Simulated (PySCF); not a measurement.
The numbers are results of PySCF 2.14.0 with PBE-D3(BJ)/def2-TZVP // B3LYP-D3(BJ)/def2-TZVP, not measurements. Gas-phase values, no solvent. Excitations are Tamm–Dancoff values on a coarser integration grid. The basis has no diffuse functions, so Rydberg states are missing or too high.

Reference species (SMILES): `[Cl][Al]([CH3])[Cl]` (neutral, multiplicity 1).

* **S1 oscillator strength**: 0.006
* **S1–T1 gap (TDA)**: 0.32 eV
* **HOMO**: -7.55 eV
* **LUMO**: -1.69 eV

After one change: the S1 oscillator strength is nearly the same; the S1–T1 gap (TDA) decreases by 0.07 eV; the HOMO increases by 0.93 eV; the LUMO rises by 0.26 eV.

**Question.** What was changed between the two runs? The new species is one of these.
A. `[Cl][Al]([Cl])[Cl]`
B. `[CH3][Al]([CH3])[Cl]`
C. `[CH3][Al]([CH3])[CH3]`

**Answer.** B, `[CH3][Al]([CH3])[Cl]`
